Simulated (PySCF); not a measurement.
C$_{4}$H$_{9}$Cl$_{3}$Sn, singlet, at a GFN2-xTB geometry (such geometries of metal compounds can be far from the true shape) (core potentials on Sn); PBE0/def2-SV(P) in PySCF.

The PySCF input:
```python
from pyscf import gto, scf, dft

mol = gto.M(
    atom='''
C    -4.391860   -0.362715   -0.122096
C    -2.979753   -0.397341   -0.689992
C    -2.185873   -1.580370   -0.145812
C    -0.801153   -1.687628   -0.713546
Sn    0.583888   -0.006596   -0.016441
Cl    0.704224    1.830881   -1.472699
Cl   -0.058770    0.868695    2.065512
Cl    2.801128   -0.717010    0.268109
H    -4.933809   -1.269259   -0.383940
H    -4.938858    0.489283   -0.516646
H    -4.363698   -0.279109    0.961719
H    -2.464284    0.531537   -0.427279
H    -3.021948   -0.458313   -1.779697
H    -2.149830   -1.526486    0.945238
H    -2.709678   -2.509717   -0.401691
H    -0.274357   -2.580087   -0.386092
H    -0.777998   -1.603365   -1.796580
''',
    basis='def2-sv(p)',
    ecp={'Sn': 'def2-sv(p)'},
    charge=0,
    spin=0,
    verbose=4,
)

mf = dft.RKS(mol)
mf.xc = 'pbe0'
mf.kernel()
mf.analyze()
```

The log (banner, timings and long lists left out):

```
PySCF version 2.14.0

[INPUT] verbose = 4
[INPUT] num. atoms = 17
[INPUT] num. electrons = 106
[INPUT] charge = 0
[INPUT] spin (= nelec alpha-beta = 2S) = 0
[INPUT] symmetry False subgroup None
[INPUT] Mole.unit = angstrom
[INPUT] Symbol           X                Y                Z      unit          X                Y                Z       unit  Magmom
[INPUT]  1 C     -4.391860000000  -0.362715000000  -0.122096000000 AA   -8.299412577432  -0.685432011272  -0.230728000905 Bohr   0.0
[INPUT]  2 C     -2.979753000000  -0.397341000000  -0.689992000000 AA   -5.630917088851  -0.750865668061  -1.303895908141 Bohr   0.0
[INPUT]  3 C     -2.185873000000  -1.580370000000  -0.145812000000 AA   -4.130701313081  -2.986466475479  -0.275544745675 Bohr   0.0
[INPUT]  4 C     -0.801153000000  -1.687628000000  -0.713546000000 AA   -1.513959753874  -3.189154720147  -1.348406517279 Bohr   0.0
[INPUT]  5 Sn     0.583888000000  -0.006596000000  -0.016441000000 AA    1.103388407420  -0.012464633518  -0.031068987214 Bohr   0.0
[INPUT]  6 Cl     0.704224000000   1.830881000000  -1.472699000000 AA    1.330790490346   3.459863656670  -2.782997773921 Bohr   0.0
[INPUT]  7 Cl    -0.058770000000   0.868695000000   2.065512000000 AA   -0.111059204341   1.641595635779   3.903251987003 Bohr   0.0
[INPUT]  8 Cl     2.801128000000  -0.717010000000   0.268109000000 AA    5.293364759851  -1.354952528574   0.506652581531 Bohr   0.0
[INPUT]  9 H     -4.933809000000  -1.269259000000  -0.383940000000 AA   -9.323547760914  -2.398551891139  -0.725541448266 Bohr   0.0
[INPUT] 10 H     -4.938858000000   0.489283000000  -0.516646000000 AA   -9.333088988117   0.924610867406  -0.976319443352 Bohr   0.0
[INPUT] 11 H     -4.363698000000  -0.279109000000   0.961719000000 AA   -8.246194110312  -0.527439568901   1.817385518791 Bohr   0.0
[INPUT] 12 H     -2.464284000000   0.531537000000  -0.427279000000 AA   -4.656821853148   1.004459355073  -0.807440288778 Bohr   0.0
[INPUT] 13 H     -3.021948000000  -0.458313000000  -1.779697000000 AA   -5.710654082677  -0.866086049328  -3.363139914710 Bohr   0.0
[INPUT] 14 H     -2.149830000000  -1.526486000000   0.945238000000 AA   -4.062589914374  -2.884640472983   1.786240942532 Bohr   0.0
[INPUT] 15 H     -2.709678000000  -2.509717000000  -0.401691000000 AA   -5.120549305759  -4.742677780165  -0.759085976703 Bohr   0.0
[INPUT] 16 H     -0.274357000000  -2.580087000000  -0.386092000000 AA   -0.518459590357  -4.875657807551  -0.729608138886 Bohr   0.0
[INPUT] 17 H     -0.777998000000  -1.603365000000  -1.796580000000 AA   -1.470203145459  -3.029920727713  -3.395044160871 Bohr   0.0

nuclear repulsion = 801.994525872907
number of shells = 76
number of NR pGTOs = 301
number of NR cGTOs = 154
basis = def2-sv(p)
ecp = {'Sn': 'def2-sv(p)'}

******** <class 'pyscf.dft.rks.RKS'> ********
method = RKS
initial guess = minao
damping factor = 0
level_shift factor = 0
DIIS = <class 'pyscf.scf.diis.CDIIS'>
diis_start_cycle = 1
diis_space = 8
diis_damp = 0
SCF conv_tol = 1e-09
SCF conv_tol_grad = None
SCF max_cycles = 50
direct_scf = True
direct_scf_tol = 1e-13
XC library pyscf.dft.libxc version 7.1.2
    S. Lehtola, C. Steigemann, M. J. T. Oliveira, and M. A. L. Marques,  SoftwareX 7, 1–5 (2018)
XC functionals = pbe0
    C. Adamo and V. Barone,  J. Chem. Phys. 110, 6158 (1999)
    M. Ernzerhof and G. E. Scuseria,  J. Chem. Phys. 110, 5029 (1999)
radial grids:
    Treutler-Ahlrichs [JCP 102, 346 (1995); DOI:10.1063/1.469408] (M4) radial grids

becke partition: Becke, JCP 88, 2547 (1988); DOI:10.1063/1.454033
pruning grids: <function nwchem_prune>
grids dens level: 3
symmetrized grids: False
atomic radii adjust function: <function treutler_atomic_radii_adjust>
small_rho_cutoff = 0
Set gradient conv threshold to 3.16228e-05
Initial guess from minao.
tot grids = 223344
init E= -1729.1560829095
  HOMO = -0.580917312587117  LUMO = -0.574011139375205  gap/eV = 0.18793
cycle= 1 E= -1747.9993294899  delta_E= -18.8  |g|= 3.23  |ddm|=  9.4
  HOMO = 0.0338103863315652  LUMO = 0.0375886078074062  gap/eV = 0.10281
cycle= 2 E= -1636.0783016077  delta_E=  112  |g|= 12.5  |ddm|= 85.3
  HOMO = -0.211472687357087  LUMO = -0.0326025613131122  gap/eV = 4.86730
cycle= 3 E= -1751.302372256  delta_E= -115  |g|= 1.07  |ddm|= 85.1
  HOMO = -0.217089110761567  LUMO = -0.102381966225167  gap/eV = 3.12134
cycle= 4 E= -1751.4285553326  delta_E= -0.126  |g|= 0.891  |ddm|= 2.61
  HOMO = -0.298579632229685  LUMO = -0.0813924454791675  gap/eV = 5.90996
cycle= 5 E= -1751.66987800563  delta_E= -0.241  |g|= 0.144  |ddm|= 1.38
  HOMO = -0.312122964068597  LUMO = -0.0847154636328469  gap/eV = 6.18807
cycle= 6 E= -1751.67425565827  delta_E= -0.00438  |g|= 0.0802  |ddm|= 0.276
  HOMO = -0.308330246599403  LUMO = -0.0819768291281235  gap/eV = 6.15939
cycle= 7 E= -1751.67600054656  delta_E= -0.00174  |g|= 0.0216  |ddm|= 0.112
  HOMO = -0.309467093067196  LUMO = -0.08242750999419  gap/eV = 6.17806
cycle= 8 E= -1751.67612047991  delta_E= -0.00012  |g|= 0.00309  |ddm|= 0.0267
  HOMO = -0.309501869851462  LUMO = -0.082472503835568  gap/eV = 6.17778
cycle= 9 E= -1751.6761230049  delta_E= -2.52e-06  |g|= 0.00126  |ddm|= 0.0061
  HOMO = -0.309490949468179  LUMO = -0.0824485365213548  gap/eV = 6.17814
cycle= 10 E= -1751.67612346371  delta_E= -4.59e-07  |g|= 0.000265  |ddm|= 0.00211
  HOMO = -0.30949051844635  LUMO = -0.0824518583643084  gap/eV = 6.17804
cycle= 11 E= -1751.67612348285  delta_E= -1.91e-08  |g|= 8.61e-05  |ddm|= 0.000415
  HOMO = -0.309493714221379  LUMO = -0.0824537261394767  gap/eV = 6.17807
cycle= 12 E= -1751.6761234848  delta_E= -1.95e-09  |g|= 1.99e-05  |ddm|= 0.000106
  HOMO = -0.309493221362349  LUMO = -0.0824526824651741  gap/eV = 6.17809
cycle= 13 E= -1751.6761234849  delta_E= -1.06e-10  |g|= 6.7e-06  |ddm|= 3.41e-05
  HOMO = -0.309493302822448  LUMO = -0.082452865100997  gap/eV = 6.17808
Extra cycle  E= -1751.6761234849  delta_E= 7.28e-12  |g|= 7.31e-06  |ddm|= 1.93e-05
converged SCF energy = -1751.6761234849
**** SCF Summaries ****
Total Energy =                       -1751.676123484896834
Nuclear Repulsion Energy =             801.994525872907275
One-electron Energy =                -4091.589374867963670
Two-electron Energy =                 1537.918725510159447
Two-electron Coulomb Energy =         1665.245116123464641
DFT Exchange-Correlation Energy =     -127.326390613305236
HOMO-LUMO gap [eV] =                     6.178084992988169
**** MO energy ****
MO #1   energy= -101.676512613467  occ= 2
MO #2   energy= -101.675829459469  occ= 2
MO #3   energy= -101.675533438041  occ= 2
MO #4   energy= -10.2840306979624  occ= 2
MO #5   energy= -10.2550480084373  occ= 2
MO #6   energy= -10.2438026735982  occ= 2
MO #7   energy= -10.2259512785814  occ= 2
MO #8   energy= -9.52677527276487  occ= 2
MO #9   energy= -9.52612584823676  occ= 2
MO #10  energy= -9.52590610948177  occ= 2
MO #11  energy= -7.26608152188979  occ= 2
MO #12  energy= -7.26549592436314  occ= 2
MO #13  energy= -7.26526999345409  occ= 2
MO #14  energy= -7.25937852216391  occ= 2
MO #15  energy= -7.25935622214281  occ= 2
MO #16  energy= -7.25871124473516  occ= 2
MO #17  energy= -7.25864896712996  occ= 2
MO #18  energy= -7.25847568077159  occ= 2
MO #19  energy= -7.25842604262423  occ= 2
MO #20  energy= -5.21139672837204  occ= 2
MO #21  energy= -3.54557804077022  occ= 2
MO #22  energy= -3.54545590124715  occ= 2
MO #23  energy= -3.54130786327836  occ= 2
MO #24  energy= -1.11352936419733  occ= 2
MO #25  energy= -1.11336044174759  occ= 2
MO #26  energy= -1.10660325292662  occ= 2
MO #27  energy= -1.10603464007275  occ= 2
MO #28  energy= -1.10590332686376  occ= 2
MO #29  energy= -0.849222809838087 occ= 2
MO #30  energy= -0.83961173615883  occ= 2
MO #31  energy= -0.818569875661902 occ= 2
MO #32  energy= -0.818021827260911 occ= 2
MO #33  energy= -0.768301633509357 occ= 2
MO #34  energy= -0.667453839726894 occ= 2
MO #35  energy= -0.616869284784301 occ= 2
MO #36  energy= -0.530182001373206 occ= 2
MO #37  energy= -0.503422679580119 occ= 2
MO #38  energy= -0.484140209807132 occ= 2
MO #39  energy= -0.468696467536948 occ= 2
MO #40  energy= -0.437149198648304 occ= 2
MO #41  energy= -0.413597633817825 occ= 2
MO #42  energy= -0.395729907484136 occ= 2
MO #43  energy= -0.394589270322729 occ= 2
MO #44  energy= -0.378303800241796 occ= 2
MO #45  energy= -0.370586514553028 occ= 2
MO #46  energy= -0.364193335250107 occ= 2
MO #47  energy= -0.361490220747457 occ= 2
MO #48  energy= -0.340910128353108 occ= 2
MO #49  energy= -0.340424217055422 occ= 2
MO #50  energy= -0.330228681181218 occ= 2
MO #51  energy= -0.329355225587087 occ= 2
MO #52  energy= -0.324717783908036 occ= 2
MO #53  energy= -0.309493302822448 occ= 2
MO #54  energy= -0.082452865100997 occ= 0
MO #55  energy= -0.00203499239932506 occ= 0
MO #56  energy= 0.00353409600137681 occ= 0
MO #57  energy= 0.0379458281977184 occ= 0
MO #58  energy= 0.0639608979003014 occ= 0
MO #59  energy= 0.0803020825650013 occ= 0
MO #60  energy= 0.0886306649433463 occ= 0
MO #61  energy= 0.105693985934198  occ= 0
Dipole moment(X, Y, Z, Debye): -3.09232, -2.90385, -1.25983
```
